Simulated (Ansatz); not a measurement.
Reaction (hydrogenolysis of the Al–O bond): `C[O][Al]([OH])[F]` + H₂ → `C[O][AlH][F]` + H₂O

Isolated molecules relaxed with PBE0-D4/def2-TZVP in Ansatz; ΔE leaves out vibrations. CBS: MP2 limit from def2 TZ/QZ plus the TZ coupled-cluster correction, frozen cores. This one scheme is used for every species. Functionals use def2-TZVPP. One conformer a species, not always the lowest.

CCSD(T)/CBS gives +107.4 kJ/mol.

(1) Another level gave +98.1 kJ/mol. Which?
A. r2SCAN/def2-TZVPP
B. BHLYP-D4/def2-TZVPP
C. PBE/def2-TZVPP
D. revPBE-D4/def2-TZVPP

Largest T1 diagnostic among the species: 0.013.

Answers

(1) C. PBE 98.1, r2SCAN 112.9, revPBE-D4 103.3, BHLYP-D4 108.2 kJ/mol.

At CCSD(T), def2-SVP lies −5.0 kJ/mol from the extrapolated value and def2-TZVPP +0.5 kJ/mol. In def2-TZVPP, CCSD(T) changes the Hartree–Fock value by +8.0 kJ/mol (the triples alone add +1.8 kJ/mol) and MP2 by +14.9 kJ/mol.
